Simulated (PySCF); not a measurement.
C4H5IO2, SMILES C=C(I)C(=O)OC. Heavy atoms are numbered as in [CH2:1]=[C:2]([I:3])[C:4](=[O:5])[O:6][CH3:7]. Hydrogens are named by the atom that carries them.

The structure is a stationary point at B3LYP-D3(BJ)/def2-SVP. The def2 effective core potentials stand for the cores of I; spin–orbit coupling is left out. The values are those of a single conformer.

The numbers are results of M06-2X/def2-TZVP run with PySCF, not measurements.

ESP charges are fitted to the potential on shells at 1.4 to 2.0 van der Waals radii. Atomic charges (e), one atom of each kind:

```tsv
atom	Mulliken	ESP fit
C1 (CH2)	-0.26	-0.18
C2	-0.06	…
I3	-0.04	…
C4	0.41	0.96
O5	-0.35	-0.57
O6	-0.26	-0.32
C7 (CH3)	-0.26	…
H on C1	0.18	0.16
H on C7	0.16	…
```

Question: Complete the blanks. (The exact figures need the calculation; the answer reports its results.)

Answer: 
- C2, ESP fit: -0.38
- I3, ESP fit: 0.00
- C7 (CH3), ESP fit: -0.35
- H on C7, ESP fit: 0.16

Computed Mayer and Wiberg (Löwdin basis) orders of the bonds:
```
bond   Mayer  Wiberg
-----  -----  ------
C1–C2   1.83    2.10
C2–I3   1.11    1.39
C2–C4   0.93    1.15
C4–O5   1.98    2.62
C4–O6   1.19    1.69
O6–C7   0.89    1.39
```
